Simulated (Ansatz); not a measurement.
Total energies of Mg₁₀O₁₃H₆ from Ansatz at PBE-D4/def2-TZVP, gas phase (1 Eh = 27.2114 eV = 2625.5 kJ/mol). The reference geometry is relaxed at PBE-D4/def2-SVP.

```
atom   x (Å)   y (Å)   z (Å)
 Mg1   0.227  -0.077  -3.146
 Mg2   3.049   0.012   0.598
 Mg3   0.902  -1.922  -0.014
 Mg4  -2.050   0.543   0.944
 Mg5   0.571   1.569  -0.085
 Mg6   0.123  -0.363   2.232
 Mg7  -1.446  -1.172  -1.374
 Mg8   2.343  -1.527  -2.245
 Mg9  -1.652   1.724  -2.105
Mg10   2.233   1.611  -2.236
 O11  -2.409   2.119  -0.340
 O12  -1.799  -0.197   2.787
 O13  -0.269   1.752   1.714
 O14  -1.701   0.015  -2.926
 O15  -2.981  -0.882  -0.156
 O16   0.285   1.904  -2.081
 O17  -0.293  -0.267   0.168
 O18   0.342  -2.380   1.816
 O19   2.548   1.587  -0.344
 O20   2.166  -0.153   2.374
 O21   0.381  -1.872  -1.988
 O22   2.192   0.038  -3.355
 O23   2.831  -1.619  -0.393
 H24  -2.331   2.999   0.066
 H25  -2.280  -1.015   3.001
 H26  -0.246   2.443   2.396
 H27  -3.882  -0.811  -0.511
 H28   0.667  -3.104   2.373
 H29   2.476  -0.957   2.830
```

| state | geometry | energy (Eh) |
| --- | --- | --- |
| charge 0 singlet | reference | -2981.96519 |
| charge 1 doublet | reference | -2981.70222 |
| charge -1 doublet | reference | -2981.99361 |
| charge -1 doublet | relaxed at PBE-D4/def2-SVP | -2981.99600 |
| free Mg atom (singlet) | – | -199.94297 |
| free O atom (triplet) | – | -75.00967 |
| free H atom (doublet) | – | -0.49962 |

Single mean-field runs in def2-TZVP are fitted with def2-universal-jkfit.

Work out the vertical ionisation energy to the doublet.

E(charge 1 doublet) − E(charge 0 singlet) = -2981.70222 − (-2981.96519) = 0.26297 Eh = 7.16 eV. For comparison, −ε of the highest occupied level is 5.09 eV at this level, 2.07 eV less.

Work out the vertical electron affinity, to the doublet.

E(charge 0 singlet) − E(charge -1 doublet) = -2981.96519 − (-2981.99361) = 0.02842 Eh = 0.77 eV. The basis lacks diffuse functions, which makes affinities too small.

Give the fundamental gap IE − EA, the Mulliken electronegativity (IE + EA)/2 and the hardness (IE − EA)/2.

From the values in Eh: IE − EA = 0.26297 − 0.02842 = 0.23455 Eh = 6.38 eV; (IE + EA)/2 = 3.96 eV; (IE − EA)/2 = 3.19 eV. The HOMO–LUMO gap of the same run is 3.00 eV, 3.38 eV smaller than the fundamental gap.

How much does the charge -1 doublet relax, and what is the adiabatic electron affinity?

Relaxation: -2981.99361 − (-2981.99600) = 0.00239 Eh = 0.07 eV. Adiabatic electron affinity: 0.03081 Eh = 0.84 eV, without zero-point energy. 

What is the binding energy per atom against free atoms?

Atoms: 10 × (-199.94297) + 13 × (-75.00967) + 6 × (-0.49962) = -2977.55313 Eh. Binding: -2977.55313 − (-2981.96519) = 4.41206 Eh = 120.06 eV, or 4.14 eV for each of 29 atoms (no zero-point energy, no counterpoise term).

At PBE-D4/def2-TZVP the gap within one spin of the charge 1 doublet nearly closes, so an electron or hole may be smeared out by delocalisation error. At PBE-D4/def2-TZVP the highest occupied level of the charge -1 doublet lies above zero (up to 0.61 eV). By energy differences its removal costs 0.77 eV (vertical, to the charge 0 singlet, at PBE-D4/def2-TZVP); self-interaction error and the lack of diffuse functions both raise the level. At PBE-D4/def2-TZVP the highest occupied level of the relaxed charge -1 doublet lies above zero (up to 0.40 eV). By energy differences its removal costs 0.84 eV (each at its own geometry, to the charge 0 singlet, at PBE-D4/def2-TZVP); self-interaction error and the lack of diffuse functions both raise the level.
